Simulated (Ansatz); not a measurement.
A search over several starts for the lowest SCF solution of the cluster Ga2P at the given spin, in a small basis.

```yaml
crystal:
  periodic: [false, false, false]
  atoms:
    - {symbol: Ga, position_ang: [0.458446, -1.120172, -0.915684]}
    - {symbol: Ga, position_ang: [-0.124846, 0.056623, 1.511601]}
    - {symbol: P, position_ang: [-0.333591, 1.063549, -0.595917]}
basis:
  gaussian: {orbitals: def2-SVP, initial_orbitals: start.molden}
magnetization: {spin_polarized: true, initial_magnetization: 3}
hamiltonian: {xc: pbe0, dispersion: d4}
output: {orbitals: {seedname: orbitals}}
```

The file start.molden holds the orbitals of an earlier run on this structure, at another level or in another basis.

```sh
$ ansatz run in.yaml --threads 4 --pin off --events-out ev --progress --plain --max-ram 3916MiB
```

Output, abridged:

```
Functional definition: PBE0
796 factors; integrals over basis functions are off by at most 5.2e-4 eV
mean field evaluation 1: about -114009.6490 eV, gradient 3.1e0 eV
mean field evaluation 2: about -114009.7039 eV, gradient 6.5e-2 eV
mean field evaluation 4: about -114009.7070 eV, gradient 5.5e-4 eV
mean field evaluation 8: about -114008.3643 eV, gradient 1.7e1 eV
mean field evaluation 16: about -114009.7070 eV, gradient 1.2e-2 eV
mean field evaluation 32: about -114009.0371 eV, gradient 3.6e0 eV
mean field -114009.70698273 eV, -4189.7794530605 hartree, gradient 2.6e-5 eV, S^2 3.762802; 3 other end points of the search recorded, 0 dependent functions left out
reference -114009.70700596 eV, -4189.7794539142 hartree; 40, 37 occupied and 42, 45 virtual orbitals, 796 factors
Total energy: -114009.80238326 eV, -4189.7829589651 hartree
```

Run time 2.9 s (4 threads of Arm Neoverse V1 on a shared host).

At PBE0-D4/def2-TZVP a doublet of charge 0 lies 1.04 eV below the quartet, each at its own geometry. The structure comes from a short search, and lower isomers may exist.
